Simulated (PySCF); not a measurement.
A side-by-side comparison of computed properties.

First species: C₄H₁₁FOSi₂.
Structure used (GFN2-xTB), in Å, numbered top down from 1:
```xyz
19
C4H11FOSi2 angstrom
C      2.138   -1.313    0.474
O      1.700    0.012    0.627
C      0.628    0.384   -0.220
Si     0.302    2.285    0.008
Si    -1.794    1.380    0.424
F     -2.380    1.476    1.938
C     -0.751   -0.230    0.179
C     -1.278   -1.233   -0.839
H      1.371   -2.034    0.778
H      3.010   -1.431    1.115
H      2.420   -1.517   -0.568
H      0.874    0.096   -1.254
H      1.149    2.857    1.052
H      0.510    3.046   -1.231
H     -3.042    1.430   -0.332
H     -0.624   -0.744    1.138
H     -0.593   -2.072   -0.964
H     -2.242   -1.628   -0.523
H     -1.408   -0.756   -1.809
```

Second species: C₇H₁₁N₃.
Structure used (GFN2-xTB), in Å, numbered top down from 1:
```xyz
21
C7H11N3 angstrom
C     -2.1618   -0.8023   -1.1179
C     -1.4614   -1.0279    0.2245
C     -0.1843   -0.2498    0.2697
N      0.9037   -0.8532   -0.1710
C      2.0345   -0.1422   -0.1911
C      3.2692   -0.8168   -0.6800
N      2.1233    1.1175    0.1977
N      1.0616    1.7193    0.6539
C     -0.0986    1.0880    0.7123
C     -1.2546    1.8572    1.2575
H     -1.5169   -1.1253   -1.9316
H     -3.0865   -1.3724   -1.1578
H     -2.3972    0.2500   -1.2627
H     -1.2209   -2.0869    0.3267
H     -2.1168   -0.7262    1.0422
H      3.9547   -0.0804   -1.0880
H      3.7570   -1.3207    0.1534
H      3.0105   -1.5621   -1.4267
H     -0.9231    2.8612    1.5065
H     -1.6416    1.3754    2.1544
H     -2.0595    1.9146    0.5274
```

Levels: PBE0/pcSseg-1 for dipole moment, HOMO energy, LUMO energy and HOMO–LUMO gap; GFN2-xTB for rotational constant A and rotational constant C. Geometries: GFN2-xTB. Each structure is a single optimised conformer of the isolated species, non-relativistic unless stated. Electronic properties by PySCF.

Dipoles, sizes and rotational constants follow the conformer. The torsions of the flexible species, by atom-mapped SMILES:
- `[CH3:1][O:2][C@@H:3]1[SiH2:4][Si@H:5]([F:6])[C@H:7]1[CH3:8]`: C1–O2–C3–Si4 -174°
- `[CH3:1][CH2:2][c:3]1[n:4][c:5]([CH3:6])[n:7][n:8][c:9]1[CH3:10]`: C1–C2–C3–N4 -90°

Values for the first species:

* Dipole moment: 2.35 D
* HOMO energy: -7.24 eV
* LUMO energy: -0.89 eV
* HOMO–LUMO gap: 6.35 eV
* Rotational constant A: 1.859 GHz
* Rotational constant C: 0.819 GHz

**Question.** Estimate the same properties for the second species, and the change in each.

**Answer.** 
```csv
property,first,second,second less first
dipole moment,2.35 D,3.24 D,+0.89 D
HOMO energy,-7.24 eV,-6.48 eV,+0.76 eV
LUMO energy,-0.89 eV,-1.60 eV,-0.71 eV
HOMO–LUMO gap,6.35 eV,4.88 eV,-1.47 eV
rotational constant A,1.859 GHz,2.060 GHz,+0.201 GHz
rotational constant C,0.819 GHz,0.789 GHz,-0.030 GHz
```

On the first: A dipole of 2.35 D is allowed in C1, and pure rotational transitions are dipole-allowed. The dipole matches unit charges of opposite sign 0.49 Å apart (1 e·Å = 4.8032 D).

On the second: The dipole equals about 10.8 × 10⁻³⁰ C·m (1 D = 3.33564 × 10⁻³⁰ C·m).
